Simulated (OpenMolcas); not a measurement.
Ir4+ among 2 point charges of -1 e arranged as a linear pair (D∞h), 1.99 Å from the ion.

* Program: OpenMolcas 26.06
* Method: CASSCF
* Basis: ANO-RCC-VDZP [7s6p4d2f]
* Scalar Hamiltonian: DKH2, point nucleus
* Active space: 5 electrons in 5 orbitals (5d)
* State averaging: 2S+1 = 6 even, 1 root; 2S+1 = 4 even, 24 roots; 2S+1 = 2 even, 75 roots
* Spin-orbit coupling: state interaction with AMFI integrals over the reference wave functions

Question: What is the spin-free ground state (labels by Λ)?

Answer: 6Σ, 1-fold in its orbital part, 100 % from free-ion S terms; it has the highest spin that d5 allows.

Question: What are the lowest two levels with spin-orbit coupling?

Answer: A 2-fold level with g = 0.00, 0.00, 9.64, then a 2-fold level 375.8 cm-1 above it. Their leading multiplicities are 6 (84 %) and 6 (87 %).

Question: What is χT at 300 K?

Answer: 3.84 cm3 K/mol.

Without dynamic correlation the repulsion within the d shell is too large (B by tens of per cent), so at a given field states of lower spin stand too high. Point charges give a weaker field than real ligands, and real ions of this kind are as a rule low spin; the high spin found here belongs to the model. This is an electrostatic model: the charges have no orbitals. No measured value stands beside these numbers.
